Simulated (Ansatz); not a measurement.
`C[SiH2]S[SiH2]F` at its PBE0-D4/def2-TZVP geometry, where that method's forces vanish. Charge 0, multiplicity 1.

```xyz
12

C    -0.0175   -0.9083    1.7476
Si    0.7432   -0.9491    0.0491
S     1.3343    1.0244   -0.5858
Si   -0.5004    1.6041   -1.4511
F    -0.6607    1.0281   -2.9323
H    -0.2840   -1.9191    2.0687
H     0.6829   -0.4883    2.4724
H    -0.9224   -0.2970    1.7508
H     1.9887   -1.7562    0.0376
H    -0.2113   -1.5007   -0.9473
H    -0.5075    3.0799   -1.5413
H    -1.6454    1.0823   -0.6683
```

Question: What forces (eV/Å) does PBE-D4/def2-TZVPP give on these atoms in Ansatz? (An estimate is asked.)

Answer: The calculation gave: 
```
C1   0.010 -0.011 -0.017
Si2 -0.024 -0.024 -0.015
S3   0.290  0.142  0.044
Si4 -0.009  0.150  0.386
F5  -0.075 -0.226 -0.604
H6  -0.053 -0.191  0.069
H7   0.128  0.078  0.142
H8  -0.171  0.115  0.004
H9   0.137 -0.092 -0.007
H10 -0.097 -0.073 -0.107
H11  0.005  0.184  0.003
H12 -0.142 -0.054  0.101
```
